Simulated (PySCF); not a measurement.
**Computed structure and properties of Gd(OH)3(NH3)**

System: Gd(OH)3(NH3) (singlet in the valence; each metal's 4f electrons, 7 of them, lie in its core potential, out of spins and levels); start: template (C1). Method: PySCF 2.14.0, RKS PBE0, Gd lcecp-1-SVP with ECP53, O def2-SVP, H def2-SVP, N def2-SVP; non-relativistic Hamiltonian with scalar-relativistic core potentials where named; density fitting; no spin-orbit coupling.

Input of the relaxation:

```python
mol = gto.M(atom='''
Gd     0.01640    -0.01530     0.01309
O      1.27260     1.24090     1.26929
H      1.79220     1.51300     2.03639
O     -1.23980    -1.27150     1.26929
H     -1.75940    -1.54360     2.03639
O      1.27260    -1.27150    -1.24311
H      1.79220    -2.03860    -1.51521
N     -1.44570     1.44680    -1.44901
H     -2.05890     2.06000    -0.91201
H     -0.90870     2.06000    -2.06221
H     -2.05890     0.90980    -2.06221''',
    basis={'Gd': 'lcecp-1-SVP', 'O': 'def2-SVP', 'H': 'def2-SVP', 'N': 'def2-SVP'},
    ecp={'Gd': 'lcecp-1-SVP'},
    charge=0, spin=0)
mf = dft.RKS(mol, xc='PBE0')
mf.grids.atom_grid = (50, 194)  # f atoms: unpruned, at least (60, 302)
mf = mf.density_fit()  # fitting sets: Gd AutoAux, O def2-universal-JKFIT, H def2-universal-JKFIT, N def2-universal-JKFIT
mf.conv_tol = 1e-08; mf.max_cycle = 55
mf.kernel(dm0)  # dm0: converged density of the start geometry
# quasi-Newton relaxation in Cartesian coordinates to a largest gradient under 0.00045 Eh/bohr, steps kept in the point group
```

Run from Python with OMP_NUM_THREADS=2; the lines above give its settings. Where DIIS fails, smearing, a level shift and second-order steps follow.
It took 2.3 min on 2 threads of Intel(R) Xeon(R) Platinum 8488C (Sapphire Rapids), with other jobs on the host, from the converged density of the start.

Course of the relaxation:

```tsv
step	energy above end (eV)	largest force component within the symmetry (eV/Å)
0	0.4786	1.740
1	0.2129	0.949
2	0.1195	0.455
3	0.1036	0.696
4	0.0776	0.183
5	0.0509	0.289
6	0.0363	0.330
7	0.0245	0.256
13	0.0008	0.035
14	0.0004	0.031
15	0.0002	0.021
16	0.0001	0.021
17	0.0000	0.023
18	0.0000	0.021
```
(The steps between are left out.)

Relaxed geometry (Cs, nearly C3v):

```xyz
11

Gd    0.1621   -0.2052    0.2546
O     1.2000    1.3286    1.2220
H     1.7156    1.9598    1.7209
O    -1.4290   -1.1210    1.2541
H    -2.0839   -1.5885    1.7701
O     1.1377   -1.2661   -1.2585
H     1.6376   -1.7926   -1.8796
N    -1.2557    1.2783   -1.2575
H    -1.8548    1.9032   -0.7170
H    -0.6868    1.8658   -1.8680
H    -1.8680    0.7276   -1.8604
```

```json
{"contact": "Gd1–O2 (OH)", "Å": "2.089"}
{"contact": "Gd1–O4 (OH)", "Å": "2.090"}
{"contact": "Gd1–O6 (OH)", "Å": "2.090"}
{"contact": "Gd1–N8 (NH3)", "Å": "2.549"}
```

On the finer grid (75, 302):

| Item | Value |
| --- | --- |
| HOMO | -6.97 eV |
| LUMO | -0.23 eV |
| Dipole about the centre of mass | 4.20 D |
| Set of Mulliken populations of Gd1 outside the core potential | s 2.18, p 6.42, d 1.38, f 0.09 |
| D3(BJ) dispersion energy (not in the energies) | -0.172 eV |

```tsv
atom	Mulliken (e)	Löwdin (e)	spin (e)
Gd1	0.93	0.49	0.00
O2	-0.54	-0.33	0.00
H3	0.17	0.07	0.00
O4	-0.54	-0.33	0.00
H5	0.17	0.07	0.00
O6	-0.54	-0.33	0.00
H7	0.17	0.07	0.00
N8	-0.30	-0.02	0.00
H9	0.17	0.11	0.00
H10	0.17	0.11	0.00
H11	0.17	0.11	0.00
```

The 4f levels lie in the core potential and are missing. Their spin isn't counted.

No frequency check is given for this geometry.

Taking off one OH (charge -1, singlet; the rest: singlet) in vacuum, both parts rigid, costs 10.38 eV; the small basis without counterpoise inflates it. Most of it is the attraction of opposite charges; other ways to part are cheaper, and one spin state was tried for the rest.

Rigid scan of OH along the line from its metal:

| distance to O2 (Å) | energy (eV) |
| --- | --- |
| 1.79 | 1.308 |
| 1.89 | 0.499 |
| 1.99 | 0.108 |
| 2.09 | 0.000 |
| 2.19 | 0.080 |
| 2.29 | 0.280 |
| 2.49 | 0.873 |
| 2.79 | 1.900 |
| 3.19 | 3.156 |
| 3.69 | 4.384 |

Taking off one NH3 (charge 0, singlet; the rest: singlet) in vacuum, both parts rigid, costs 1.32 eV; the small basis without counterpoise inflates it.

Rigid scan of NH3 along the line from its metal:

distance to N8 (Å), energy (eV) and a bar:
```
     2.25      0.330 ###########
     2.35      0.126 ####
     2.45      0.027 #
     2.55      0.000 
     2.65      0.020 #
     2.75      0.069 ##
     2.95      0.212 #######
     3.25      0.448 ##############
     3.65      0.712 #######################
     4.15      0.935 ##############################
```

One start shape was tried, so this needn't be the lowest isomer.

An lcecp potential fixes the number of 4f electrons, so in runs with it no electron can move into or out of that shell.
